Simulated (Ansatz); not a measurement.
Total energies of CH₅ISn (`[CH3][SnH2][I]`).

Z-matrix (Å, degrees):
```
C
Sn 1 2.131
H 1 1.091 2 109.9
H 1 1.089 2 109.3 3 -120.2
H 1 1.089 2 109.3 3 120.2
I 2 2.694 1 106.8 3 179.8
H 2 1.706 1 112.9 3 63.3
H 2 1.706 1 112.9 3 -63.7
```

Total charge 0; spin multiplicity 1. Correlated methods include outer-core shells of I, Sn, which these sets cover unevenly. Sn, I takes the def2 core potential. The geometry is a stationary point of PBE0-D4/def2-TZVP. Basis def2-TZVPP, Ansatz.

RPA on PBE orbitals: Hartree–Fock energy of these orbitals -550.80452 Eh, correlation -1.41652 Eh (frozen core).

| functional | kind | energy without D4 (Eh) | D4 term (kJ/mol) |
| --- | --- | --- | --- |
| LDA (SPW92) | LDA | -552.00820 | – |
| PBE | GGA | -553.08998 | -16.6 |
| revPBE | GGA | -553.24442 | -39.9 |
| BLYP | GGA | -553.02799 | -34.7 |
| r2SCAN | meta-GGA | -553.34245 | -3.8 |
| B97M-V | meta-GGA with VV10 | -553.16124 | – |
| PBE0 | global hybrid, 25 % exact exchange | -553.13928 | -14.3 |
| B3LYP | global hybrid, 20 % | -553.34727 | -27.2 |
| r2SCANh | meta-GGA hybrid, 10 % | -553.32025 | -4.2 |
| r2SCAN0 | meta-GGA hybrid, 25 % | -553.28787 | -4.7 |
| HSE06 (plane-wave form) | screened hybrid | -553.13302 | -13.7 |
| BHLYP | global hybrid, 50 % | -553.02624 | -25.8 |
| CAM-B3LYP | range-separated hybrid | -553.13291 | -15.1 |
| LC-ωPBE | long-range corrected hybrid | -553.22409 | – |
| ωB97X-V | range-separated hybrid GGA with VV10 | -553.13217 | – |
| ωB97M-V | range-separated hybrid meta-GGA with VV10 | -553.07132 | – |
| B2PLYP | double hybrid | -552.75219 | – |
| PBE-QIDH | double hybrid | -552.78772 | – |

B3LYP takes the VWN-RPA correlation (the form of Gaussian; ORCA's B3LYP/G). HSE06 is the plane-wave form, built on full-range PBE exchange. The double hybrids freeze the cores in their second-order part.

LC-ωPBE has ω = 0.4 bohr⁻¹.
